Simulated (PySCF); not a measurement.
C4H11NSi, SMILES C/C(=C/[SiH3])CN. Atoms are numbered in the order given.

```xyz
17

C     -0.7918    -2.2864     0.8553
C     -0.3763    -0.9185     0.3859
C      0.7737    -0.6742    -0.2684
Si     1.4772     0.9893    -0.8037
C     -1.3430     0.1937     0.7390
N     -1.1044     1.3826    -0.0630
H     -0.0263    -3.0443     0.6381
H     -1.7376    -2.5986     0.3771
H     -0.9806    -2.2884     1.9441
H      1.4173    -1.5425    -0.4615
H      1.6295     1.9996     0.2833
H      2.8854     0.6576    -1.2242
H      0.8609     1.5987    -2.0196
H     -2.3819    -0.1916     0.6709
H     -1.1972     0.4511     1.8045
H     -1.4443     2.2311     0.3849
H     -1.5507     1.3114    -0.9763
```

Coordinates come from a B3LYP-D3(BJ)/def2-SVP optimisation. The structure was generated by enumeration; whether it is a known compound was not checked. Other conformers were not sampled.

Two levels are set side by side: PBE/pcSseg-1 (PySCF) and PBE0/pcSseg-1 (PySCF). GIAO shifts against NH3 (¹⁵N), TMS (²⁹Si), TMS (¹H), TMS (¹³C) at the same level; non-relativistic, no solvent, atoms listed together averaged. Differences are taken from unrounded values.

```csv
quantity,PBE
δ(¹³C) of C1 (ppm),29.4
δ(¹³C) of C2 (ppm),164.2
δ(¹³C) of C3 (ppm),124.4
δ(²⁹Si) of Si4 (ppm),-96.5
δ(¹³C) of C5 (ppm),55.7
δ(¹⁵N) of N6 (ppm),58.9
δ(¹H) of H10 (ppm),6.00
"δ(¹H) of H14, H15 (ppm)",3.80
```

Problem. These are the PBE values. What does PBE0 give? (The exact figures need the calculation; the answer reports its results.)

Solution. 
| quantity | PBE0 | PBE minus PBE0 |
|---|---|---|
| δ(¹³C) of C1 (ppm) | 28.7 | 0.7 |
| δ(¹³C) of C2 (ppm) | 166.1 | -1.9 |
| δ(¹³C) of C3 (ppm) | 126.0 | -1.6 |
| δ(²⁹Si) of Si4 (ppm) | -90.3 | -6.2 |
| δ(¹³C) of C5 (ppm) | 53.1 | 2.6 |
| δ(¹⁵N) of N6 (ppm) | 51.4 | 7.4 |
| δ(¹H) of H10 (ppm) | 6.03 | -0.03 |
| δ(¹H) of H14, H15 (ppm) | 3.61 | 0.20 |

Rough cost on one machine, each run with all the roots and properties that it gave: PBE0 against PBE within a factor of 2.
